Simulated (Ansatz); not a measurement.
Basis-set extrapolation for `C[N](C)[Al]([Cl])[Cl]` (PBE0-D4/def2-TZVP geometry, frozen core, Ansatz). Multiplicity 1, RHF reference.

```json
{"": "HF", "def2-TZVPP": "-1294.861339", "def2-QZVPP": "-1294.900299"}
{"": "MP2 correlation", "def2-TZVPP": "-1.008345", "def2-QZVPP": "-1.090816"}
{"": "CCSD(T) correlation", "def2-TZVPP": "-1.113856", "def2-QZVPP": "not run"}
```

Energies in hartree. Use E(X) = E(∞) + A·exp(−7.88·√X) for Hartree–Fock and E(X) = E(∞) + B·X^(−2.97) for correlation, with X = 3 and 4, and add CCSD(T) minus MP2 of the smaller set to the MP2 limit.

Task: What is the CCSD(T) energy at the basis-set limit?

Result: HF limit: -1294.900299 + (-0.038960) × 0.13774 = -1294.90567. MP2 limit: -1.090816 + (-0.082471) × 0.74074 = -1.15191. Higher-order term: -1.113856 − (-1.008345) = -0.10551. Total: -1296.16309 hartree, 117.9 kcal/mol below CCSD(T)/def2-TZVPP.
